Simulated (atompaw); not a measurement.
**Before and after: PAW (atompaw) potential for Ti**

atompaw 4.2.0.5 input, output lines left out:

```
Ti 22
GGA-PBE scalarrelativistic loggrid 1500 logderivrange -7 5 301
4 4 3 0 0 0
4 1 0
3 2 2
0 0 0
c
c
v
v
c
v
v
v
2
1.80 1.40 1.60 1.55
n
n
y
4.15
n
custom rrkj gramschmidtortho sinc
3 1 troulliermartins
1.40
1.65
1.75
1.65
1.80
1.80
```

Change: local potential troulliermartins scheme with l = 3 at 1 Ry, radius 1.44 bohr.

Cutoffs: the cutoffs (Ry, on a coarse ladder) from which the occupation-weighted sum of valence levels, in a spherical-Bessel basis at the reference potential, stays within 10 and 1 mRy of its value at 400 Ry; they do not see the model core or the augmentation charge, which bear on the density cutoff.

What does the change do?

The potential gets neither clearly harder nor softer (30 Ry and 50 Ry → 30 Ry and 50 Ry); the range in which the s phases agree widens (upper end 2.3 → at the end of the scan); neither file shows a bound ghost.

| quantity | base | changed |
| --- | --- | --- |
| cutoff, loose | 30 Ry | 30 Ry |
| cutoff, tight | 50 Ry | 50 Ry |
| bound ghosts | none | none |
| s: phases at 1.80 bohr within 0.05 rad from the reference energy up to (Ry; the scan ends near 5) | 2.3 | to the end of the scan |
| p: phases at 1.80 bohr within 0.05 rad from the reference energy up to (Ry; the scan ends near 5) | 3.4 | 3.5 |
| d: phases at 1.80 bohr within 0.05 rad from the reference energy up to (Ry; the scan ends near 5) | to the end of the scan | to the end of the scan |
| lowest overlap eigenvalue by channel | s 0.15, p 0.10, d 0.82 | s 0.13, p 0.02, d 0.82 |

 The cutoffs see the waves, projectors and local potential, not the compensation charge or the core.
